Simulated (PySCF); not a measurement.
C₇H₁₄SSi₂, SMILES C[Si](C)(C)[SiH2]c1cccs1 (GFN2-xTB optimised geometry):

```
24

C     -3.182    -0.878    -1.958
Si    -1.491    -1.757    -2.128
C     -1.804    -3.528    -2.776
C     -0.469    -0.810    -3.440
Si    -0.371    -1.798    -0.079
C      0.827    -0.354     0.000
C      2.190    -0.354     0.000
C      2.765     0.935     0.000
C      1.829     1.917    -0.006
S      0.234     1.278    -0.011
H     -3.709    -0.832    -2.907
H     -3.825    -1.396    -1.252
H     -3.058     0.140    -1.601
H     -2.330    -3.519    -3.727
H     -0.872    -4.066    -2.924
H     -2.404    -4.101    -2.076
H     -0.973    -0.777    -4.402
H     -0.294     0.216    -3.128
H      0.501    -1.273    -3.594
H      0.469    -2.980     0.170
H     -1.252    -1.666     1.092
H      2.767    -1.262     0.004
H      3.825     1.121     0.005
H      1.972     2.980    -0.005
```

Calculation: PySCF with CAM-B3LYP/def2-SVP.

Q: What are the frontier orbital energies and the dipole moment?

A: HOMO-2 -9.30 eV, HOMO-1 -8.39 eV, HOMO -7.82 eV, LUMO 0.63 eV, LUMO+1 1.47 eV; dipole moment 0.87 D.

On the same geometry PySCF with PBE/def2-SVP gives HOMO-2 -6.81 eV, HOMO-1 -6.14 eV, HOMO -5.60 eV, LUMO -1.34 eV, LUMO+1 -0.49 eV; dipole moment 0.95 D.

Meta-Löwdin charges at CAM-B3LYP/def2-SVP: C1 -0.53, Si2 0.69, C3 -0.53, C4 -0.53, Si5 0.37, C6 -0.33, C7 -0.12, C8 -0.13, C9 -0.23, S10 0.24, H11 0.11, H12 0.11, H13 0.11, H14 0.11, H15 0.11, H16 0.11, H17 0.11, H18 0.11, H19 0.11, H20 -0.09, H21 -0.10, H22 0.11, H23 0.11, H24 0.12.
